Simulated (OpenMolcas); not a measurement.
# W II: from CASSCF to CASPT2

* Program: OpenMolcas
* Basis: ANO-RCC-VTZP [8s7p5d3f2g1h]
* Scalar Hamiltonian: DKH2, point nucleus
* Active space: 5 electrons in 6 orbitals (5d 6s)
* State averaging: 2S+1 = 6 even, 6 roots; 2S+1 = 4 even, 35 roots; 2S+1 = 2 even, 5 roots (0 in the spin-orbit step)
* Spin-orbit coupling: RASSI with atomic mean-field integrals over the reference wave functions, term energies averaged over their components

Methods on the same reference wave functions:
A. CASSCF
B. SS-CASPT2, IPEA 0.25 Eh, imaginary shift 0.1 Eh (closed shells correlated: 5s 5p)

Energies in eV above 5d⁴ 6s ⁶D_1/2, the measured ground level; measured values from NIST Handbook of Basic Atomic Spectroscopic Data.

| Level | A | B | Measured |
| --- | --- | --- | --- |
| 5d⁴ 6s ⁶D_1/2 | 0.0000 | 0.0000 | 0.0000 |
| 5d⁴ 6s ⁶D_3/2 | 0.1221 | 0.1355 | 0.1883 |
| 5d⁴ 6s ⁶D_5/2 | 0.2978 | 0.322 | 0.3933 |
| 5d⁴ 6s ⁶D_7/2 | 0.5006 | 0.521 | 0.5847 |
| 5d⁴ 6s ⁶D_9/2 | 0.7060 | 0.706 | 0.7621 |
| 5d⁵ ⁶S_5/2 | 1.0401 | 0.984 | 0.9200 |
| 5d⁴ 6s ⁴P_1/2 | 1.5818 | 1.240 |  |
| 5d⁴ 6s ⁴P_3/2 [66 %] | 1.7130 | 1.332 |  |

Deviations, from unrounded energies. A percentage is the sum of absolute deviations over the sum of measured energies, with the sign that they share, or ± where signs differ.

| Against measurement | Levels | A | B |
| --- | --- | --- | --- |
| mean absolute deviation (cm-1) | 5 | 680 | 500 |
| fine structure of the ground term (%) | 4 | -15.7 | -12.7 |
| other configurations (%) | 1 | +13.1 | +6.9 |

B lies closest to measurement on these levels. The largest miss of B in the table is 5d⁴ 6s ⁶D_5/2, by -580 cm-1. The ranking rests on the paired levels alone, and a cruder setting can come out closer through cancelling errors.

The lowest spin-free term lies below A's lowest term by 0.306 hartree in B.

Some high roots are left out of the spin-orbit mixing, which shifts the levels that they would mix with. A single d shell beside an s shell can misplace configurations of different d count against each other. Without dynamic correlation excited terms often stand tens of per cent too high (terms of higher spin than the ground term too low), and those without a measured partner can miss by more than the paired ones (holds for A). Configurations are named by rounded mean occupations; where the s occupation lies near a half they are strongly mixed, a name can repeat and a true partner stay unpaired (holds for B). Some terms miss by over 15 % even with CASPT2, which points to a basis or an active space too small for the shells correlated (holds for B). Computed and measured levels are paired by configuration, term and J; levels that our copy of the source lacks, or whose pairing is in doubt (as where it misses far off the trend of its configuration), stay unpaired and out of the deviations. Only configurations of the active space appear. The table leaves out levels that lie high or whose names do not pair safely across all columns.

A share in square brackets marks a mixed level and gives the weight of the term that names it, the lowest over the columns.
